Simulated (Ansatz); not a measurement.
`C#C[SiH2]B(C)F`. Total charge 0; spin multiplicity 1. The structure was optimised at the PBE0-D4/def2-TZVP level. It is one conformer, not always the lowest.

```xyz
12

C     0.014   -0.465   -2.750
C    -0.597   -0.246   -1.732
Si   -1.460    0.086   -0.155
B    -0.105    0.242    1.371
C     1.431    0.092    1.198
F    -0.610    0.487    2.578
H     0.545   -0.658   -3.654
H    -2.420   -1.023    0.100
H    -2.241    1.345   -0.301
H     1.793    0.816    0.458
H     1.659   -0.887    0.760
H     1.993    0.212    2.126
```

**Question.** What is the dipole moment at ωB97M-V/def2-TZVPP? (Estimate.)

**Answer.** Ansatz gave: 1.61 D, with components (1.44, -0.23, -0.69) D in this frame, pointing from negative to positive charge.

**Question.** And with PBE, r2SCAN, B3LYP? (Best estimate.)

**Answer.** The calculation gave: PBE 1.53 D, r2SCAN 1.61 D, B3LYP 1.58 D.

**Question.** Give the Mulliken charges with ωB97M-V, B3LYP, r2SCAN in def2-TZVPP. (Best estimate.)

**Answer.** The calculation gave: 
| atom | ωB97M-V | B3LYP | r2SCAN |
| --- | --- | --- | --- |
| C1 | -0.02 | 0.03 | -0.07 |
| C2 | -0.40 | -0.45 | -0.36 |
| Si3 | 0.13 | 0.17 | 0.25 |
| B4 | 0.28 | 0.32 | 0.33 |
| C5 | -0.35 | -0.30 | -0.24 |
| F6 | -0.22 | -0.23 | -0.24 |
| H7 | 0.23 | 0.25 | 0.22 |
| H8 | -0.02 | -0.06 | -0.07 |
| H9 | -0.02 | -0.06 | -0.07 |
| H10 | 0.13 | 0.11 | 0.08 |
| H11 | 0.13 | 0.11 | 0.08 |
| H12 | 0.12 | 0.11 | 0.08 |

B3LYP here is the variant with VWN-RPA as its local correlation; programs differ in this.
